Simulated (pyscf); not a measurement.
**`[O][Al]([OH])[F]`, doublet**

Gas-phase minimum from PySCF at ωB97X-D3(BJ)/def2-SVP, one conformer. Other isomers of •O–Al(OH)–F were not searched in full and may lie lower. 

```xyz
5

O      1.6653     0.6860    -1.0243
Al     0.4770    -0.2361    -0.1409
O      0.8472    -0.9957     1.3115
F     -1.0422    -0.3419    -0.7845
H      1.6671    -1.0289     1.8051
```
Charge 0, spin multiplicity 2.

Bonds (Å): O1–Al2 1.744, Al2–O3 1.680, Al2–F4 1.653, O3–H5 0.958. Bond angles (°): O1–Al2–O3 121.8, O1–Al2–F4 117.6, O3–Al2–F4 120.7, Al2–O3–H5 130.5.

Properties at ωB97X-D3(BJ)/def2-SVP:

```json
{
 "harmonic_wavenumbers_unscaled": "205, 241, 280, 292, 471, 697, 924, 997, 4014 cm⁻¹",
 "zero_point_energy": "11.6 kcal/mol",
 "rotational_symmetry_number": "1",
 "Entropy of this conformer at 298 K and 1 atm, rigid rotor and harmonic oscillator, modes under 100 cm⁻¹ raised to 100": "308.4 J/(mol K)",
 "dipole_moment": "2.18 D",
 "Spin expectation value S2": "0.752"
}
```

Single-point totals, which compare only within one level (frozen core for MP2 and CC):

```json
[
 {"level": "ωB97X-D3(BJ)/def2-TZVP", "total energy (hartree)": "-493.58469"},
 {"level": "PBE/def2-TZVP", "total energy (hartree)": "-493.15100"},
 {"level": "r²SCAN/def2-TZVP", "total energy (hartree)": "-493.40741"},
 {"level": "B3LYP-D3(BJ)/def2-TZVP", "total energy (hartree)": "-493.57155"},
 {"level": "PBE0-D3(BJ)/def2-TZVP", "total energy (hartree)": "-493.17321"},
 {"level": "M06-2X/def2-TZVP", "total energy (hartree)": "-493.43692"},
 {"level": "ωB97M-D3(BJ)/def2-TZVP", "total energy (hartree)": "-493.63384"},
 {"level": "UHF/def2-TZVPP", "total energy (hartree)": "-491.92848"},
 {"level": "MP2/def2-TZVPP", "total energy (hartree)": "-492.67577"},
 {"level": "CCSD/def2-TZVPP", "total energy (hartree)": "-492.68886"},
 {"level": "CCSD(T)/def2-TZVPP", "total energy (hartree)": "-492.71202"}
]
```

The CCSD(T) − MP2 part came from Ansatz, without density fitting, on the same reference.
